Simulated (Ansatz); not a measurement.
Total energies of `[SiH3]O[AsH2]`.

```xyz
8

Si    0.540   -1.200   -0.199
O    -0.128    0.276   -0.476
As   -0.658    1.441    0.786
H    -0.373   -2.062    0.601
H     1.827   -1.078    0.540
H     0.780   -1.818   -1.525
H     0.005    2.662    0.149
H    -1.993    1.778    0.123
```

Total charge 0; spin multiplicity 1. Correlated methods include outer-core shells of As, which these sets cover unevenly. Scalar relativity is left out up to krypton. The geometry is a stationary point of PBE0-D4/def2-TZVP. Basis def2-TZVPP, the Gaussian-basis code of Ansatz.

RPA on PBE orbitals: Hartree–Fock energy of these orbitals -2600.92921 Eh, correlation -1.05614 Eh (frozen core).

```tsv
functional	energy without D4 (Eh)	D4 term (kJ/mol)
PBE	-2603.08735	-15.1
revPBE	-2603.39762	-44.1
PBE0	-2603.18451	-12.7
B3LYP	-2603.73784	-24.6
r2SCANh	-2603.57885	-3.8
LC-ωPBE	-2603.23128	–
ωB97X-V	-2603.38961	–
ωB97M-V	-2603.48426	–
B2PLYP	-2603.12315	–
PBE-QIDH	-2602.77052	–
```

Give the same for LDA (SPW92), BLYP, r2SCAN, B97M-V, r2SCAN0, HSE06 (plane-wave form), BHLYP, CAM-B3LYP. (Estimate.)

The calculation gave: 
```json
{"functional": "LDA (SPW92)", "energy without D4 (Eh)": "-2598.63425", "D4 term (kJ/mol)": "–"}
{"functional": "BLYP", "energy without D4 (Eh)": "-2603.69252", "D4 term (kJ/mol)": "-33.1"}
{"functional": "r2SCAN", "energy without D4 (Eh)": "-2603.59111", "D4 term (kJ/mol)": "-3.5"}
{"functional": "B97M-V", "energy without D4 (Eh)": "-2603.15863", "D4 term (kJ/mol)": "–"}
{"functional": "r2SCAN0", "energy without D4 (Eh)": "-2603.56169", "D4 term (kJ/mol)": "-4.2"}
{"functional": "HSE06 (plane-wave form)", "energy without D4 (Eh)": "-2603.17575", "D4 term (kJ/mol)": "-11.9"}
{"functional": "BHLYP", "energy without D4 (Eh)": "-2603.61489", "D4 term (kJ/mol)": "-20.0"}
{"functional": "CAM-B3LYP", "energy without D4 (Eh)": "-2603.77282", "D4 term (kJ/mol)": "-13.0"}
```

B3LYP takes the VWN-RPA correlation (the form of Gaussian; ORCA's B3LYP/G). HSE06 is the plane-wave form, built on full-range PBE exchange. The double hybrids freeze the cores in their second-order part.

LC-ωPBE has ω = 0.4 bohr⁻¹.
